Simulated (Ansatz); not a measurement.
Reaction (formal exchange of groups at the Si–F bond): `C[SiH](F)CCl` + CH₄ → `C[SiH](C)CCl` + H–F

Isolated molecules relaxed with PBE0-D4/def2-TZVP in Ansatz; ΔE leaves out vibrations. CCSD(T)/CBS is the MP2 limit (def2-TZVPP, def2-QZVPP) plus CCSD(T) − MP2 in def2-TZVPP, frozen cores. This one scheme is used for every species. Functionals use def2-TZVPP. One conformer a species, not always the lowest.

(1) Is it downhill or uphill in electronic energy at CCSD(T)/CBS, and by how much? (Estimate.)

(2) What do these levels give: r2SCAN-D4, ωB97X-V, r2SCAN, SCS-MP2/def2-TZVPP, CCSD/def2-TZVPP, MP2/CBS(def2)? (An estimate is asked.)

Largest T1 diagnostic among the species: 0.010.

Answers

(1) Computed: Uphill: ΔE = +1.49 eV.

(2) The calculation gave: r2SCAN-D4 1.56, ωB97X-V 1.54, r2SCAN 1.58, SCS-MP2/def2-TZVPP 1.55, CCSD/def2-TZVPP 1.53, MP2/CBS(def2) 1.47 eV.

In def2-TZVPP, CCSD(T) changes the Hartree–Fock value by −0.28 eV (the triples alone add −0.03 eV) and MP2 by −0.29 eV. The D4 term adds −0.10 eV with B3LYP and −0.05 eV with PBE0; it sums over pairs of atoms, weighted by their polarisabilities, and B3LYP, whose exchange is more repulsive, gets the larger term.

B3LYP here is the variant with VWN-RPA as its local correlation; programs differ in this.
